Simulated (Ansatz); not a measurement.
Al₂Cl₂H₂ (`[AlH2][Al]([Cl])[Cl]`) at its PBE0-D4/def2-TZVP geometry, where that method's forces vanish. Charge 0, multiplicity 1.

```xyz
6

Al   -0.2634   -1.2264   -0.6241
Al    0.2236    1.0341    0.5292
Cl   -1.0419    2.6972    0.3141
Cl    1.9106    1.3409    1.7429
H     0.7056   -2.4630   -0.4006
H    -1.5344   -1.3827   -1.5614
```

What forces (eV/Å) does B3LYP-D4/def2-TZVPP give on these atoms in Ansatz? (Best estimate.)

Ansatz gave: 
```
Al1 -0.013 -0.061 -0.032
Al2 -0.032 -0.148 -0.077
Cl3 -0.102  0.124 -0.019
Cl4  0.132  0.017  0.092
H5  -0.061  0.067 -0.016
H6   0.076  0.001  0.052
```

B3LYP here is the variant with VWN-RPA as its local correlation; programs differ in this.
